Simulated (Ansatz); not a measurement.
A nudged elastic band was laid between two geometries of BrCl2H2NZr (7 atoms, charge 0, multiplicity 1).

Level of theory: RKS PBE-D4/def2-SVP in Ansatz 0.2.0.

```json
{
 "movable images": "9",
 "climbing image": "yes",
 "spring": "5.0 eV/Å²",
 "optimiser": "quadratic models (default)",
 "start path": "through a guess of the saddle point",
 "force threshold": "0.05 eV/Å",
 "iteration limit": "43",
 "end points": "relaxed"
}
```

Initial state:

```xyz
7
Properties=species:S:1:pos:R:3
Zr 0.245 -0.205 0.648
Br 1.972 -1.964 0.221
N -0.446 0.362 -1.143
H -0.091 0.035 -2.051
Cl 1.120 1.702 1.721
Cl -1.594 -0.963 1.911
H -1.207 1.034 -1.306
```

Final state:

```xyz
7
Properties=species:S:1:pos:R:3
Zr 0.219 -0.170 0.669
Br 1.816 -2.080 0.325
N -0.466 0.391 -1.127
H 0.011 1.030 -1.774
Cl 1.396 1.661 1.560
Cl -1.641 -0.891 1.913
H -1.334 0.059 -1.567
```

Question: Which bonds break or form, and what moves?

Answer: No bond is made or broken.

Question: Give the energies along the band, and the barrier.

Answer: The forces met the threshold. The highest image is number 0 of 0 to 10, 0.0 kcal/mol above the first end and 0.5 kcal/mol above the last; the last end lies 0.5 kcal/mol below the first. The highest image is an end point: on this band no image between the ends rises above it.

| image | path coordinate (Å) | energy (kcal/mol) |
| --- | --- | --- |
| 0 | 0.00 | 0.0 |
| 1 | 0.04 | 0.0 |
| 2 | 0.22 | 0.0 |
| 3 | 0.40 | -0.1 |
| 4 | 0.57 | -0.1 |
| 5 | 0.75 | -0.2 |
| 6 | 0.93 | -0.3 |
| 7 | 1.10 | -0.3 |
| 8 | 1.28 | -0.4 |
| 9 | 1.45 | -0.5 |
| 10 | 1.63 | -0.5 |

Run time: 5.3 min on 2 threads of Arm Neoverse V2, with other jobs on the host, peak memory 0.19 GiB.
